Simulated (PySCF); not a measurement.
All values below come from PBE-D3(BJ)/def2-TZVP // B3LYP-D3(BJ)/def2-SVP (PySCF 2.14.0). Gas-phase values, no solvent. One relaxed conformer stands for a flexible species; it need not be the lowest. 

Reference species (SMILES): `[Br][Sn]([Br])([Br])[Br]` (neutral, multiplicity 1).

The LUMO is -4.58 eV and the HOMO–LUMO gap comes out as 3.03 eV.

Changed species: `C[CH2][Sn]([CH2]C)([CH2]C)[CH2]C` (4 of 4 Br replaced by C2H5; the reference has 0 of 4 Br replaced by C2H5).

Q: What does the change do to the LUMO and HOMO–LUMO gap?

A: the LUMO goes up by 4.31 eV, to -0.27 eV; the HOMO–LUMO gap rises by 2.53 eV, to 5.56 eV.
